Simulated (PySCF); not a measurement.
Si(OH)2(OMe)(SH), CH6O3SSi, SMILES CO[Si](O)(O)S at its PBE0/def2-SVP optimised geometry (Å):

```
12

C     -0.9487     0.8527    -1.0051
O     -1.0308    -0.1236     0.0000
Si    -0.3116    -1.6051     0.0000
O     -0.7676    -2.3265     1.4105
O      1.3372    -1.6051     0.0000
S     -0.9113    -2.5778    -1.8002
H     -1.0948     0.4227    -2.0114
H     -1.7325     1.6051    -0.8309
H      0.0300     1.3623    -0.9884
H     -1.6724    -2.1675     1.6954
H      1.7325    -1.5937     0.8784
H      0.1786    -3.3744    -1.8162
```

Method: PBE0/def2-TZVP (PySCF). Cells within 0.4 Å of a nucleus heavier than hydrogen are left out (blank, or x).

Map of the electrostatic potential (hartree/e), clipped to [-0.08, 0.12] on the plane z = 1.2 Å:

```
|2233333332222222222222222222222|
|2333333332222222222222222222222|
|2333333322222222222222222222222|
|2333333222222222222222222222222|
|2222222222222222222222222222222|
|2222222222222222222222222222222|
|2222222222222222222222222222222|
|2222222222222222222222233332222|
|2222222222222222222222233333322|
|2222222222222222222222333333333|
|2222222221111122222222333333333|
|2222222111111112222223333333333|
|2222221110000011222223333333333|
|2222221100000011222233333333333|
|2222211100000011223333333333333|
|2222221100001112333333333333333|
|3322221111112233444444444433333|
|3333322222234556555555655443333|
|3333333333456899876679986544333|
|3333444455679999987899999654433|
|3334456678899999999999999854433|
|3344567999999999999999999864433|
|3444579999999999998999999754433|
|344557999999xx99976899999654433|
|34445799999xxx99755578876544333|
|3344567999999999543445555443333|
|3334455666999994223333444333333|
|3333444433334321122233333333333|
|3333333321100000112222333333333|
|3333333221000000112222223333333|
|3333322221100001112222222222222|
```
Scale: ten equal steps from -0.048 (start of '0') to 0.120 (end of '9'), in the order '0123456789'; x runs from -4.00 to 4.00, y from -4.00 (bottom) to 4.00 (top).
